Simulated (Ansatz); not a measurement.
# Pulling the pair apart

The pair of Cl$_{2}$ (SMILES ClCl, atoms 1–2) and HfH$_{4}$O$_{4}$ (SMILES O[Hf](O)(O)O, atoms 3–11), both closed shells, in one local arrangement (a lower one may exist), relaxed at PBE0-D4/def2-TZVP:

```
11
angstrom
Cl 0.7009 1.6032 -2.1217
Cl 0.6459 1.5931 -4.1234
O -1.9202 -0.3475 -0.0669
Hf -0.1534 -0.3743 0.7067
O 0.6703 1.3938 0.4849
O -0.2787 -0.7795 2.5891
O 0.9468 -1.6972 -0.1632
H -2.5572 -0.2212 -0.7622
H 1.0380 2.1479 0.9382
H -0.5736 -1.2377 3.3686
H 1.4813 -2.0808 -0.8499
```

HfH$_{4}$O$_{4}$ is shifted rigidly along the line between the mean atom positions of the two fragments (negative: closer). Counterpoise interaction energies in kJ/mol. Ansatz 0.2.0; basis: def2-TZVPPD; cores frozen in the correlated methods. Core potentials replace the inner electrons of the atoms past krypton. B3LYP uses VWN-RPA correlation.

```
shift (Å)  PBE0-D4  PBE-D4  B3LYP-D4
    -0.36     -9.0   -15.5      -5.0
     0.00    -18.5   -22.9     -18.1
     0.18    -17.9   -21.4     -18.2
     0.89    -10.1   -11.1     -10.1
     3.56     -0.6    -0.6      -0.5
```

Task: What does CCSD(T) give at these shifts? (Judge from chemistry; the value comes from the calculation.)

Result: By the calculation: 6.6, -11.4, -13.2, -8.8, -0.7 kJ/mol. For zero shift, CCSD(T) at an estimated basis limit (MP2 extrapolated from triple and quadruple zeta, plus CCSD(T) − MP2 in triple zeta) gives -15.5 kJ/mol. These are counterpoise interaction energies, counted from the two frozen fragments.

T1 diagnostic: at most 0.015.

For scale, one of the runs: CCSD(T)/def2-TZVPPD, 389 basis functions (an equivalent command: `ansatz run in.yaml --threads 3 --backend cuda`). The run took 50 s on 3 CPU threads and a share of one NVIDIA H100 (shared host), with 1.7 GiB of host memory at its peak.
